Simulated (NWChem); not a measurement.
System: BSi2H6Cl; SMILES [SiH3]B([SiH3])Cl

Input file for NWChem:

```
start job
memory heap 200 mb stack 900 mb global 1100 mb
geometry units angstroms noautoz
  B      0.094300     0.003676     0.197242
  Cl     1.794902     0.044924     0.657145
  Si    -0.811414    -1.792997    -0.057418
  H     -1.896505    -1.724784    -1.101482
  H     -1.481397    -2.132118     1.254701
  H      0.140660    -2.907824    -0.401189
  Si    -0.895715     1.754756    -0.061013
  H     -2.356023     1.624807     0.289303
  H     -0.822233     2.082429    -1.535023
  H     -0.300322     2.905447     0.706439
end
basis spherical
  * library def2-svp
end
dft
  xc slater vwn_5
  iterations 150
  mulliken
end
task dft energy
```

Excerpt of the output:

```
             Northwest Computational Chemistry Package (NWChem) 7.3.0
             --------------------------------------------------------

 C1  symmetry detected

                             Geometry "geometry" -> ""
                             -------------------------

 Output coordinates in angstroms (scale by  1.889725989 to convert to a.u.)

  No.       Tag          Charge          X              Y              Z
 ---- ---------------- ---------- -------------- -------------- --------------
    1 B                    5.0000     0.09090214    -0.00005162     0.00008078
    2 Cl                  17.0000     1.85307586     0.00170148     0.00000093
    3 Si                  14.0000    -0.88991789    -1.77521050    -0.00246154
    4 H                    1.0000    -2.20811191    -1.68020659    -0.72736422
    5 H                    1.0000    -1.20159380    -2.10190147     1.44033702
    6 H                    1.0000    -0.08582144    -2.91056062    -0.57854456
    7 Si                  14.0000    -0.89269798     1.77354123     0.00247629
    8 H                    1.0000    -2.21346609     1.67592742     0.72230311
    9 H                    1.0000    -1.19920256     2.10263784    -1.44086187
   10 H                    1.0000    -0.09198245     2.90880613     0.58350419

 Effective nuclear repulsion energy (a.u.)     229.8073233626

                                 NWChem DFT Module
                                 -----------------

 Summary of "ao basis" -> "ao basis" (spherical)
 ------------------------------------------------------------------------------
       Tag                 Description            Shells   Functions and Types
 ---------------- ------------------------------  ------  ---------------------
 B                          def2-svp                 6       14   3s2p1d
 Cl                         def2-svp                 8       18   4s3p1d
 Si                         def2-svp                 8       18   4s3p1d
 H                          def2-svp                 3        5   2s1p

            General Information
            -------------------
          SCF calculation type: DFT
          Wavefunction type:  closed shell.
          No. of atoms     :    10
          No. of electrons :    56
           Alpha electrons :    28
            Beta electrons :    28
          Charge           :     0
          Spin multiplicity:     1
          Use of symmetry is: off; symmetry adaption is: off
          Maximum number of iterations: 150
          AO basis - number of functions:    98
                     number of shells:    48
          Convergence on energy requested:  1.00D-06
          Convergence on density requested:  1.00D-05
          Convergence on gradient requested:  5.00D-04

              XC Information
              --------------
                        Slater Exchange Functional  1.000 local
                      VWN V Correlation Functional  1.000 local

             Grid Information
             ----------------
          Grid used for XC integration:  medium
          Radial quadrature: Mura-Knowles
          Angular quadrature: Lebedev.
          Tag              B.-S. Rad. Rad. Pts. Rad. Cut. Ang. Pts.
          ---              ---------- --------- --------- ---------
          B                   0.85       49           9.0       434
          Cl                  1.00       88          11.0       590
          Si                  1.10       88          12.0       590
          H                   0.35       45          13.0       434
          Grid pruning is: on
          Number of quadrature shells:   583
          Spatial weights used:  Erf1

      Superposition of Atomic Density Guess
      -------------------------------------

 Sum of atomic energies:       -1064.30027659

      Non-variational initial energy
      ------------------------------

 Total energy =   -1065.497228
 1-e energy   =   -1929.162847
 2-e energy   =     633.858296
 HOMO         =      -0.248416
 LUMO         =      -0.049322

     ---------------------------------------------
      Total Density - Mulliken Population Analysis
     ---------------------------------------------

    Atom       Charge   Shell Charges
 -----------   ------   -------------------------------------------------------
    1 B    5     4.75   1.99  0.97  0.22  1.11  0.40  0.05
    2 Cl  17    17.25   2.00  1.99  1.22  0.70  5.94  2.15  3.22  0.02
    3 Si  14    13.82   2.00  1.99  1.04  0.30  5.94  1.18  1.27  0.09
    4 H    1     1.06   0.69  0.37  0.01
    5 H    1     1.05   0.68  0.36  0.01
    6 H    1     1.07   0.69  0.37  0.01
    7 Si  14    13.82   2.00  1.99  1.04  0.30  5.94  1.18  1.27  0.09
    8 H    1     1.06   0.69  0.37  0.01
    9 H    1     1.05   0.68  0.36  0.01
   10 H    1     1.07   0.69  0.37  0.01

   convergence    iter        energy       DeltaE   RMS-Dens  Diis-err
 ---------------- ----- ----------------- --------- --------- ---------
 d= 0,ls=0.0,diis     1  -1063.0901252883 -1.29D+03  1.29D-02  6.90D-01
 d= 0,ls=0.0,diis     2  -1062.9871147425  1.03D-01  1.21D-02  1.02D+00
 d= 0,ls=0.0,diis     3  -1063.1167952117 -1.30D-01  4.51D-03  2.12D-01
 d= 0,ls=0.0,diis     4  -1063.1519425157 -3.51D-02  8.25D-04  2.85D-03
 d= 0,ls=0.0,diis     5  -1063.1522761008 -3.34D-04  3.20D-04  4.22D-04
  Resetting Diis
 d= 0,ls=0.0,diis     6  -1063.1523498319 -7.37D-05  1.01D-04  3.94D-05
 d= 0,ls=0.0,diis     7  -1063.1523580729 -8.24D-06  3.83D-05  2.45D-06
 d= 0,ls=0.0,diis     8  -1063.1523573285  7.44D-07  2.51D-05  6.81D-06
 d= 0,ls=0.0,diis     9  -1063.1523584638 -1.14D-06  5.92D-06  2.75D-07
 d= 0,ls=0.0,diis    10  -1063.1523585096 -4.58D-08  1.13D-06  5.04D-09

         Total DFT energy =    -1063.152358509640
      One electron energy =    -1931.629219394737
           Coulomb energy =      710.715006757889
    Exchange-Corr. energy =      -72.045469235408
 Nuclear repulsion energy =      229.807323362616

 Numeric. integr. density =       56.000024325888

[...]
```

Level: LDA (Slater exchange, VWN5)/def2-SVP. Geometry: optimised at PBE-D3(BJ)/def2-SVP.
